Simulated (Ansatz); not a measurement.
Spectroscopic constants of ScS, multiplicity 2 (the spin of the measured ground state). No spin–orbit coupling. Sc is treated without relativity.

Constants: fifth-degree fit in 1/R to seven points, most abundant isotopes. Runs in def2 and cc sets follow the lowest solution found near the PBE0 minimum.

Correlated levels freeze the inner cores; with def2 sets outer-core shells near the valence are correlated too. CBS: X⁻³ extrapolation of the correlation energy, Hartree–Fock from the larger set.

The values were computed with Ansatz (a quantum-chemistry and plane-wave program) with Gaussian orbitals. Values without a source in brackets are computed.

D_e counts from each atom's lowest state at the same level, without counterpoise or zero-point energy.

```csv
level,r_e (Å),ω_e (cm⁻¹),ω_e x_e (cm⁻¹),D_e (eV),dipole (D)
SVWN5/def2-TZVPP,2.110,579,1.7,-,4.86
r2SCAN/def2-TZVPP,2.130,…,1.6,-,5.19
B3LYP/def2-TZVPP,2.133,574,1.6,4.87,5.47
PBE0/def2-TZVPP,2.119,591,1.6,5.02,5.44
BHLYP/def2-TZVPP,2.123,600,1.6,4.11,6.11
CAM-B3LYP/def2-TZVPP,2.117,598,1.5,4.66,5.83
CCSD(T)/def2-TZVPP,2.153,571,1.6,4.69,-
"CCSD(T)/CBS(def2-TZVPP, def2-QZVPP)",…,…,1.5,-,-
```

**Question.** Some entries are withheld; supply them.

**Answer.** 
- CCSD(T)/CBS(def2-TZVPP, def2-QZVPP), r_e (Å): 2.136
- CCSD(T)/CBS(def2-TZVPP, def2-QZVPP), ω_e (cm⁻¹): 580
- r2SCAN/def2-TZVPP, ω_e (cm⁻¹): 577

Measured for the ground state: D_0 4.852 ± 0.01 eV [Morse and co-workers]. dipole 5.64 D [compilation of Liu, Meijer and Pérez-Ríos].

Doubts at one or more of the structures used: T1 above 0.05 (CCSD(T)/CBS(def2-TZVPP, def2-QZVPP)).
